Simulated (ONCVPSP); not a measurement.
## Logarithmic derivatives: Ce, ONCV

* Element: Ce (Z = 58)
* Generator: ONCVPSP 4.0.1
* Type: optimised norm-conserving Vanderbilt (ONCV)
* Functional: PBE
* Relativity: scalar-relativistic
* Frozen core: [Kr] 4d10 4f1
* Valence charge: 11
* Reference configuration: 5s2 5p6 (charge +3)
* Partial waves: 5s: rc 2.25 bohr, ncon 4, nbas 8, qcut 4.2 1/bohr, 3 projectors, debl 3 Ha; 5p: rc 2.70 bohr, ncon 5, nbas 9, qcut 4.4 1/bohr, 1 projector; d scattering state at 0.09 Ha: rc 2.95 bohr, ncon 4, nbas 7, qcut 3.4 1/bohr, 2 projectors, debl 1.5 Ha
* Local potential: polynomial inside 1.75 bohr (lpopt 5, dvloc0 3 Ha)
* Core correction: Teter function, fcfact 2.75, rcfact 1

In the s channel the program set the typed energies aside and used -2.340, 0.050, 3.050 Ha. In the d channel the program set the typed energies aside and used -0.870, 0.630 Ha.

The phase is arctan(r·R′/R) of the radial function R(r), unwrapped; energies in Ha, scanned from -4 to 5 Ha. A pole is an energy at which the radial function vanishes at the test radius. The pseudo phase is shifted by a multiple of π to meet the all-electron one at the reference energy, and phase errors are pseudo minus all-electron; the curves can meet again beyond the range given. Levels narrower than the energy grid can be missing from the lists of poles.

```tsv
channel	radius (bohr)	reference energy (Ha)	poles, all-electron	poles, pseudo	unbroken range about the reference energy with phases within 0.05 rad	phase error 1 Ha above the reference energy (rad)
s	2.28	-2.34	-2.00, 3.28	-2.00, 3.28	the whole range	+0.000
p	2.74	-1.69	-1.51, 1.91	-1.51, 1.19, 4.55	below -0.7	-0.044
d	3.00	-0.87	-0.54, 2.26	-0.54, 2.29	below 3.4	+0.000
```

Note: ghosts flagged at negative energy: d at -1843.2 eV; GHOST(+) flagged for s at 259.1 eV. A true bound ghost makes a file unfit for plane-wave use.

Phases in the s channel:

| E (Ha) | all-electron | pseudo |
| --- | --- | --- |
| -3.98 | 1.271 | 1.271 |
| -3.74 | 1.234 | 1.234 |
| -3.50 | 1.179 | 1.180 |
| -3.26 | 1.087 | 1.087 |
| -3.02 | 0.890 | 0.890 |
| -2.78 | 0.286 | 0.286 |
| -2.54 | -0.906 | -0.906 |
| -2.30 | -1.372 | -1.372 |
| -2.06 | -1.543 | -1.543 |
| -1.82 | -1.638 | -1.638 |
| -1.58 | -1.707 | -1.707 |
| -1.34 | -1.769 | -1.769 |
| -1.10 | -1.835 | -1.835 |
| -0.86 | -1.915 | -1.915 |
| -0.62 | -2.027 | -2.027 |
| -0.38 | -2.206 | -2.206 |
| -0.14 | -2.532 | -2.532 |
| 0.10 | -3.105 | -3.105 |
| 0.34 | -3.722 | -3.722 |
| 0.58 | -4.092 | -4.092 |
| 0.82 | -4.290 | -4.290 |
| 1.06 | -4.406 | -4.406 |
| 1.30 | -4.481 | -4.481 |
| 1.54 | -4.535 | -4.535 |
| 1.78 | -4.575 | -4.575 |
| 2.02 | -4.606 | -4.606 |
| 2.26 | -4.633 | -4.633 |
| 2.50 | -4.655 | -4.655 |
| 2.74 | -4.674 | -4.674 |
| 2.98 | -4.692 | -4.692 |
| 3.22 | -4.709 | -4.709 |
| 3.46 | -4.724 | -4.724 |
| 3.70 | -4.740 | -4.740 |
| 3.94 | -4.756 | -4.756 |
| 4.18 | -4.772 | -4.772 |
| 4.42 | -4.790 | -4.790 |
| 4.66 | -4.810 | -4.810 |
| 4.90 | -4.834 | -4.833 |
